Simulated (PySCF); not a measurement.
CH₅B, SMILES BC. Atoms are numbered in the order given.

```xyz
7

B      0.8703     0.0209     0.0000
H      1.4838    -0.0088     1.0243
H      1.4838    -0.0088    -1.0243
C     -0.6810     0.0164     0.0000
H     -0.9451    -1.0559     0.0000
H     -1.1441     0.4353    -0.8947
H     -1.1441     0.4353     0.8947
```

Geometry optimised at B3LYP-D3(BJ)/def2-TZVP.

Computed with PySCF with PBE0/pcJ-1.

Isotropic couplings with Fermi-contact, spin-dipole and both spin-orbit terms, one fixed conformer, no vibrational averaging. Isotopes: 11B, 13C, 1H.

Computed spin–spin coupling constants:
```csv
pair,bonds apart,J (Hz)
B1–H2,1,124.1
B1–H3,1,124.1
B1–C4,1,47.6
C4–H5,1,100.0
C4–H6,1,123.5
C4–H7,1,123.5
B1–H5,2,-4.6
B1–H6,2,-5.9
B1–H7,2,-5.9
H2–H3,2,3.5
H2–C4,2,3.9
H3–C4,2,3.9
H5–H6,2,-19.6
H5–H7,2,-19.6
H6–H7,2,-8.2
H2–H5,3,-2.3
H2–H6,3,10.4
H2–H7,3,6.6
H3–H5,3,-2.3
H3–H6,3,6.6
H3–H7,3,10.4
```
